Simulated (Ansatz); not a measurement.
Reaction (ligand exchange at the Si–C bond): `C[Si](C)(O)O` + `C[SiH](O)O` → `C[SiH](O)O[Si](C)(O)O` + CH₄

Gas-phase electronic energies from Ansatz, PBE0-D4/def2-TZVP geometries. CBS: MP2 limit from def2 TZ/QZ plus the TZ coupled-cluster correction, frozen cores. This one scheme is used for every species. Functionals use def2-TZVPP. B3LYP here is the variant with VWN-RPA as its local correlation; programs differ in this. HSE06 is defined as in plane-wave codes. One conformer a species, not always the lowest.

```tsv
level	ΔE (kJ/mol)	difference from CCSD(T)/CBS
LDA (SPW92)	-128.0	13.5
PBE-D4	-129.2	12.3
revPBE-D4	-129.4	12.1
BLYP-D4	-142.5	-1.0
B97M-V	-145.8	-4.3
PBE0-D4	-135.4	6.1
B3LYP-D4	-146.8	-5.3
r2SCANh-D4	-142.9	-1.4
r2SCAN0-D4	-144.3	-2.8
HSE06-D4	-135.2	6.3
BHLYP-D4	-155.5	-14.0
CAM-B3LYP-D4	-148.4	-6.9
ωB97X-V	-139.9	1.6
ωB97M-V	-139.9	1.6
B2PLYP	-141.9	-0.4
PBE-QIDH	-138.4	3.1
PBE	-123.9	17.6
revPBE	-121.7	19.8
BLYP	-133.6	7.9
r2SCAN	-139.5	2.0
PBE0	-130.2	11.3
B3LYP	-138.9	2.6
r2SCAN0	-141.6	-0.1
BHLYP	-147.5	-6.0
CAM-B3LYP	-142.6	-1.1
LC-ωPBE	-132.6	8.9
RPA@PBE/def2-TZVPP	-140.6	0.9
HF/def2-SVP	-154.0	-12.5
MP2/def2-SVP	-143.3	-1.8
CCSD/def2-SVP	-144.0	-2.5
CCSD(T)/def2-SVP	-143.1	-1.6
HF/def2-TZVPP	-157.2	-15.7
MP2/def2-TZVPP	-142.1	-0.6
CCSD/def2-TZVPP	-143.9	-2.4
CCSD(T)/def2-TZVPP	-142.3	-0.8
HF/def2-QZVPP	-159.0	-17.5
SCS-MP2/def2-QZVPP	-144.5	-3.0
HF/CBS(def2)	-159.2	-17.7
MP2/CBS(def2)	-141.2	0.3
CCSD/CBS(def2)	-143.0	-1.5
CCSD(T)/CBS	-141.5	0
```

Largest T1 diagnostic among the species: 0.011.

Leaving LDA and LC-ωPBE aside and taking each functional with its dispersion term where it has one, the values spread over 26.3 kJ/mol, from BHLYP-D4 to PBE-D4. LDA lies −4.1 kJ/mol from PBE without D4. From PBE to PBE0 (25 % exact exchange), in def2-TZVPP and without D4, ΔE moves by −6.3 kJ/mol. In def2-TZVPP, CCSD(T) changes the Hartree–Fock value by +14.9 kJ/mol (the triples alone add +1.5 kJ/mol) and MP2 by +15.1 kJ/mol.
